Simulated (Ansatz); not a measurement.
`B[C](=C)[AlH2]` + `CCN[SiH3]` → `BN([SiH3])CC` + `C=[CH][AlH2]` at 400 K and 1 bar (ligand exchange at a B–C bond).

Calculated with Ansatz (gas phase, PBE0-D4/def2-TZVP geometries, no zero-point term in ΔE). CCSD(T)/CBS is the MP2 limit (def2-TZVPP, def2-QZVPP) plus CCSD(T) − MP2 in def2-TZVPP, frozen cores. Each species was taken in one conformer, which may not be the lowest.

```tsv
species	CCSD(T)/CBS energy (Eh)	H − E (kJ/mol)	S (J/(mol·K))
`B[C](=C)[AlH2]`	-346.46179	203.6	366.0
`CCN[SiH3]`	-425.31370	314.1	366.0
`BN([SiH3])CC`	-450.74134	351.7	394.2
`C=[CH][AlH2]`	-321.08307	168.1	312.7
```

H − E and S are ideal-gas, rigid-rotor, harmonic terms from PBE0-D4/def2-TZVP, for one conformer and one mirror image of each species. 1 Eh = 2625.50 kJ/mol, R = 8.31446 J/(mol·K).

Question: By hand: ΔE, ΔH, ΔS and ΔG.

Answer: ΔE = (-450.74134) + (-321.08307) − (-346.46179) − (-425.31370) = -0.04892 Eh = -128.4 kJ/mol. Δ(H − E) = 351.7 + 168.1 − 203.6 − 314.1 = 2.1, so ΔH = -126.3 kJ/mol. ΔS = 394.2 + 312.7 − 366.0 − 366.0 = -25.1 J/(mol·K). ΔG = -126.3 − 400 × (-25.1)/1000 = -116.3 kJ/mol.

Question: By hand: the equilibrium constant, and the temperature at which ΔG would vanish if ΔH and ΔS stayed fixed.

Answer: log₁₀ K = −ΔG/(RT ln 10) = 15.2. ΔG = 0 at ΔH/ΔS = 5032 K, far beyond where these terms or the molecules hold.

ΔH outweighs TΔS. A doubt of 5 kJ/mol in ΔE shifts log₁₀ K by 0.7 here. Other conformers and mirror images would add mixing entropy, several J/(mol·K) or more a flexible species. Modes under 60 cm⁻¹, often nearly free rotors, make the harmonic entropy too high. These are equilibria of isolated gas molecules and say nothing of rates. Largest T1 diagnostic: 0.012 (customary marks: 0.02 for closed shells, 0.045 for open ones).
